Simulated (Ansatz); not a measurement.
`C[O][Ga]([NH2])[NH2]`. Total charge 0; spin multiplicity 1. Correlated methods include outer-core shells of Ga, which these sets cover unevenly. Scalar relativity is left out up to krypton.

```xyz
12

C     0.572    1.605   -1.229
O    -0.553    0.896   -0.791
Ga   -0.422   -0.479    0.343
N     1.226   -1.039    0.868
N    -1.992   -1.209    0.880
H     0.261    2.322   -1.995
H     1.051    2.174   -0.420
H     1.336    0.955   -1.679
H     1.346   -1.642    1.664
H     2.028   -0.443    0.744
H    -2.027   -2.140    1.259
H    -2.826   -1.001    0.356
```

Question: Give the diagnostics of a CCSD(T)/def2-TZVPP run (frozen core, the Gaussian-basis code of Ansatz). (Best estimate.)

Answer: Ansatz gave: T1 = 0.0127, largest single amplitude 0.031, largest double 0.020, (T) share of the correlation energy 3.7 %, 9 CCSD cycles. The RHF solution is stable towards an unrestricted one. T1 lies under the customary mark of 0.02 for closed shells.
